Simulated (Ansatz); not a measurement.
The same path of C2H5FOSi (10 atoms, charge 0, multiplicity 1) was run 3 times with different band settings. Lost on the way: C4–H9. Made: O5–H9.

Computed with RKS B3LYP-D4/STO-3G in Ansatz.

Relaxed end points:

```xyz
10
Properties=species:S:1:pos:R:3
F -1.724 0.387 1.773
Si -0.401 0.983 0.998
C -0.162 0.075 -0.641
C 0.592 -1.237 -0.733
O 1.207 0.008 -1.226
H -0.588 2.398 0.739
H 0.782 0.786 1.813
H -0.956 0.209 -1.402
H 0.299 -1.980 -1.497
H 1.033 -1.680 0.178
```

```xyz
10
Properties=species:S:1:pos:R:3
F -1.613 0.552 1.938
Si -0.364 0.951 0.945
C -0.323 -0.277 -0.501
C 0.274 -1.731 -0.493
O 1.090 -0.399 -1.102
H -0.551 2.309 0.461
H 0.898 0.856 1.653
H -1.057 -0.074 -1.306
H 0.920 -0.506 -2.109
H 0.809 -1.733 0.519
```

Common settings: spring 5.0 eV/Å²; start path through a guess of the saddle point; force threshold 0.03 eV/Å; iteration limit 60; end points relaxed.

| run | movable images | climbing image | optimiser | largest step |
| --- | --- | --- | --- | --- |
| 1 | 7 | yes | quadratic models (default) | default |
| 2 | 1 | no | quadratic models (default) | default |
| 3 | 7 | yes | fire | 0.02 Å |

**Question.** What does each run give, and how far can it be trusted?

**Answer.** Run 1: converged after 8 iterations, highest image 3.922 eV above the first end. Neighbouring images differ by up to 1.4 eV, so the band resolves the path poorly. A vibrational analysis at the climbing image gives one clearly imaginary mode, 908i cm⁻¹: a first-order saddle point.
Run 2: converged after 7 iterations, highest image 3.640 eV above the first end. The highest image is an end point: on this band no image between the ends rises above it. So few images can step over the top or miss a turn of the path.
Run 3: converged after 42 iterations, highest image 3.922 eV above the first end. Neighbouring images differ by up to 1.4 eV, so the band resolves the path poorly. Another band between the same ends (7 images) ends at a top of the same energy, where a vibrational analysis finds 1 clearly imaginary mode.
The orbitals stay closed-shell, which can raise the energy where a bond breaks towards radicals; this wasn't checked here. Limits of this set-up: minimal basis.
